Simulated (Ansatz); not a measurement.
C4H3S, charge -1, singlet, geometry from GFN2-xTB (a gas-phase anion, which may not be bound at this level), atoms displaced at random by about 0.03 Å a coordinate; HF/6-31G, gradient (Ansatz, a quantum-chemistry and plane-wave program).

Input for Ansatz:
Ansatz 0.2 input:
```yaml
crystal:
  periodic: [false, false, false]
  atoms:
    - {symbol: S, position_ang: [0.02048594, 0.06795645, 1.16077959]}
    - {symbol: C, position_ang: [-0.04693199, 1.39088930, -0.02594248]}
    - {symbol: C, position_ang: [-0.00311418, -1.25707683, -0.04827393]}
    - {symbol: C, position_ang: [-0.01101973, 0.75089328, -1.19952957]}
    - {symbol: C, position_ang: [-0.01816466, -0.56133053, -1.25647631]}
    - {symbol: H, position_ang: [0.03185692, -2.24302764, 0.30471278]}
    - {symbol: H, position_ang: [-0.04072373, 1.26366552, -2.11888809]}
    - {symbol: H, position_ang: [-0.00933593, -1.29245235, -2.15182106]}
basis:
  gaussian:
    orbitals: 6-31G
hamiltonian:
  xc: hf
total_charge: -1
output: {forces: true}
```

The log (banner, timings and long lists left out):

```
Functional definition: HF
744 factors; integrals over basis functions are off by at most 2.4e-4 eV
mean field evaluation 1: about -14977.8518 eV, gradient 2.3e1 eV
mean field evaluation 2: about -14977.8639 eV, gradient 2.3e1 eV
mean field evaluation 4: about -14979.9662 eV, gradient 4.2e0 eV
mean field evaluation 8: about -14980.0545 eV, gradient 8.1e-2 eV
mean field -14980.05437362 eV, -550.5068443849 hartree, gradient 3.8e-5 eV, S^2 0.000000; 0 other end points of the search recorded, 0 dependent functions left out
the calculation of the forces begins
reference -14980.05437362 eV, -550.5068443849 hartree; 22, 22 occupied and 33, 33 virtual orbitals, 744 factors
Total energy: -14980.05437362 eV, -550.5068443849 hartree
Atom 0 at     0.020486     0.067956     1.160780 Å, force    -0.149993    -0.829851     2.317397 eV/Å
Atom 1 at    -0.046932     1.390889    -0.025942 Å, force     0.230582     2.535439     1.796267 eV/Å
Atom 2 at    -0.003114    -1.257077    -0.048274 Å, force     0.072229     2.972243    -0.820318 eV/Å
Atom 3 at    -0.011020     0.750893    -1.199530 Å, force    -0.366558     4.130006    -2.830043 eV/Å
Atom 4 at    -0.018165    -0.561331    -1.256476 Å, force     0.272187   -10.996197    -0.266640 eV/Å
Atom 5 at     0.031857    -2.243028     0.304713 Å, force    -0.014042    -0.997261    -0.506627 eV/Å
Atom 6 at    -0.040724     1.263666    -2.118888 Å, force     0.013983     0.992433    -0.736932 eV/Å
Atom 7 at    -0.009336    -1.292452    -2.151821 Å, force    -0.058387     2.193188     1.046895 eV/Å
Dipole moment:     0.022893    -0.840349    -0.268080 e Å
```
